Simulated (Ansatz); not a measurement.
Geometry optimisation, RKS B3LYP-D4/def2-SVP in Ansatz.

input.yaml

```yaml
crystal:
  periodic: [false, false, false]
  atoms:
    - { symbol: "N", position_ang: [2.1508, 0.7345, -0.8488] }
    - { symbol: C, position_ang: [0.9352, 0.057, -0.834] }
    - { symbol: O, position_ang: [0.5935, -0.7125, -1.7423] }
    - { symbol: Si, position_ang: [-0.1975, 0.2381, 0.6162] }
    - { symbol: C, position_ang: [-1.7367, -0.8683, 0.3549] }
    - { symbol: Cl, position_ang: [-2.8544, -0.6662, 1.7485] }
    - { symbol: H, position_ang: [2.4057, 1.426, -0.1271] }
    - { symbol: H, position_ang: [2.7575, 0.6761, -1.6618] }
    - { symbol: H, position_ang: [0.4424, -0.0892, 1.9326] }
    - { symbol: H, position_ang: [-0.6769, 1.6589, 0.7795] }
    - { symbol: H, position_ang: [-2.3026, -0.601, -0.5127] }
    - { symbol: H, position_ang: [-1.44, -1.9086, 0.329] }
basis:
  gaussian: { orbitals: def2-SVP }
hamiltonian:
  xc: b3lyp
  dispersion: d4
relax:
  f_tol: 0.02
  max_steps: 50
```

Run as:

```bash
$ ansatz run input.yaml --threads 2 --pin off --max-ram 3072MiB --backend cpu --events-out ev --progress --plain --runs-dir out
```

Problem. Where does it end, and by what steps?

Solution. The forces met the threshold. After 23 steps the energy has fallen by 0.194 eV; O3 moved furthest, 0.96 Å.

```json
{"step": "0", "energy less start (eV)": "0.0000", "largest force component (eV/Å)": "1.757", "accepted": "yes"}
{"step": "1", "energy less start (eV)": "-0.1316", "largest force component (eV/Å)": "1.027", "accepted": "yes"}
{"step": "2", "energy less start (eV)": "-0.1605", "largest force component (eV/Å)": "0.400", "accepted": "yes"}
{"step": "3", "energy less start (eV)": "-0.1690", "largest force component (eV/Å)": "0.174", "accepted": "yes"}
{"step": "4", "energy less start (eV)": "-0.1699", "largest force component (eV/Å)": "0.087", "accepted": "yes"}
{"step": "5", "energy less start (eV)": "-0.1704", "largest force component (eV/Å)": "0.033", "accepted": "yes"}
{"step": "6", "energy less start (eV)": "-0.1701", "largest force component (eV/Å)": "0.076", "accepted": "no"}
{"step": "7", "energy less start (eV)": "-0.1706", "largest force component (eV/Å)": "0.043", "accepted": "yes"}
{"step": "8", "energy less start (eV)": "-0.1709", "largest force component (eV/Å)": "0.026", "accepted": "yes"}
{"step": "9", "energy less start (eV)": "-0.1710", "largest force component (eV/Å)": "0.027", "accepted": "yes"}
{"step": "10", "energy less start (eV)": "-0.1712", "largest force component (eV/Å)": "0.116", "accepted": "yes"}
{"step": "11", "energy less start (eV)": "-0.1714", "largest force component (eV/Å)": "0.142", "accepted": "yes"}
{"step": "12", "energy less start (eV)": "-0.1725", "largest force component (eV/Å)": "0.213", "accepted": "yes"}
{"step": "13", "energy less start (eV)": "-0.1740", "largest force component (eV/Å)": "0.237", "accepted": "yes"}
{"step": "14", "energy less start (eV)": "-0.1760", "largest force component (eV/Å)": "0.523", "accepted": "yes"}
{"step": "15", "energy less start (eV)": "-0.1800", "largest force component (eV/Å)": "0.355", "accepted": "yes"}
{"step": "16", "energy less start (eV)": "-0.1855", "largest force component (eV/Å)": "0.144", "accepted": "yes"}
{"step": "17", "energy less start (eV)": "-0.1878", "largest force component (eV/Å)": "0.434", "accepted": "yes"}
{"step": "18", "energy less start (eV)": "-0.1915", "largest force component (eV/Å)": "0.122", "accepted": "yes"}
{"step": "19", "energy less start (eV)": "-0.1924", "largest force component (eV/Å)": "0.113", "accepted": "yes"}
{"step": "20", "energy less start (eV)": "-0.1938", "largest force component (eV/Å)": "0.080", "accepted": "yes"}
{"step": "21", "energy less start (eV)": "-0.1941", "largest force component (eV/Å)": "0.024", "accepted": "yes"}
{"step": "22", "energy less start (eV)": "-0.1942", "largest force component (eV/Å)": "0.025", "accepted": "yes"}
{"step": "23", "energy less start (eV)": "-0.1942", "largest force component (eV/Å)": "0.011", "accepted": "yes"}
```

```xyz
12
Properties=species:S:1:pos:R:3
N 2.154 0.475 -0.803
C 0.804 0.343 -0.919
O 0.244 0.146 -1.989
Si -0.327 0.464 0.643
C -1.564 -0.949 0.438
Cl -2.849 -0.859 1.711
H 2.605 0.622 0.091
H 2.727 0.415 -1.640
H 0.432 0.331 1.922
H -1.027 1.774 0.609
H -2.042 -0.885 -0.549
H -1.079 -1.933 0.519
```

Time of the run: 110 s on 2 threads of Arm Neoverse V1, with other jobs on the host, peak memory 0.3 GiB.
